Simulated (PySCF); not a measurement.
Molecule: `C/C=N/[SiH2]O`, C$_{2}$H$_{7}$NOSi.

Bonds (- single, = double, # triple, : aromatic): C1-C2 1.493 Å, C2=N3 1.266 Å, N3-Si4 1.747 Å, Si4-O5 1.661 Å. C1 carries H6, H7, H8; C2 carries H9; Si4 carries H10, H11; O5 carries H12. Stereochemistry as in C/C=N/[SiH2]O.

Geometry PBE0-D3(BJ)/def2-SVP throughout; GIAO in PySCF, gas phase, one conformer, non-relativistic; equivalent atoms averaged; basis pcSseg-2.

Q: How do the shifts δ (against TMS, NH3, H2O at the same level) depend on the functional? (ppm; last column core-seconds on 1 thread of an Arm Neoverse V2, shared host; the GGAs took longer than the global hybrids here, which isn't the general rule, and the cause wasn't traced)

A: 
```
functional                    kind     C2    C1     N3    Si4    O5    H9  H10/H11  H6/H7/H8   H12  core-s
        HF            Hartree–Fock  184.5  29.8  377.8  -29.5  25.8  8.46     4.59      2.12  1.85      19
       LDA                     LDA  192.3  33.9  409.5  -15.0  51.8  9.25     5.62      2.15  1.40      33
       PBE                     GGA  184.9  33.0  388.7  -20.7  45.5  9.16     5.36      2.12  1.18      41
      BLYP                     GGA  183.7  33.1  390.4  -28.5  45.9  9.10     5.23      2.12  1.18      41
      BP86                     GGA  184.4  33.0  385.2  -22.3  43.6  9.14     5.35      2.12  1.17      40
      OPBE                     GGA  179.6  32.0  368.6  -16.9  39.8  9.14     5.26      2.12  1.14      41
       KT2                     GGA  173.9  31.6  363.9  -19.1  43.6  8.93     5.30      2.07  1.16      42
       KT3                     GGA  172.1  31.2  357.6  -22.8  40.0  8.90     5.07      2.08  1.12      42
     B97-D                     GGA  179.2  32.3  370.9  -27.1  39.9  9.07     5.14      2.12  1.21      42
     B3LYP           global hybrid  186.1  32.5  392.2  -27.2  40.7  8.94     5.06      2.13  1.34      34
      PBE0           global hybrid  187.1  32.2  389.5  -20.6  38.8  8.96     5.14      2.13  1.36      34
  mPW1PW91           global hybrid  187.2  32.2  388.8  -21.7  37.9  8.93     5.10      2.12  1.37      34
      WP04           global hybrid  185.7  31.8  376.7  -36.5  28.3  8.58     4.43      2.08  1.41      34
     B97-2           global hybrid  183.2  31.9  377.5  -23.6  36.1  8.92     5.03      2.12  1.32      34
 BHandHLYP           global hybrid  187.1  31.5  391.1  -27.3  34.9  8.72     4.84      2.13  1.57      33
 CAM-B3LYP  range-separated hybrid  189.6  32.2  396.8  -24.2  40.5  8.83     5.03      2.13  1.48      46
   wB97X-D  range-separated hybrid  188.9  32.1  389.0  -21.8  36.2  8.85     5.04      2.13  1.40      35
   LC-wPBE  range-separated hybrid  194.3  32.1  391.3  -16.5  35.0  8.75     4.99      2.12  1.47      52
```

Q: Which nucleus moves most, in ppm?

A: N3 (imine nitrogen): from 357.6 ppm with KT3 to 409.5 ppm with LDA. The smallest spread is 0.07 ppm, at H6/H7/H8. Proton shifts span only some 12 ppm, so a few tenths of a ppm matter as much there as several ppm in carbon.
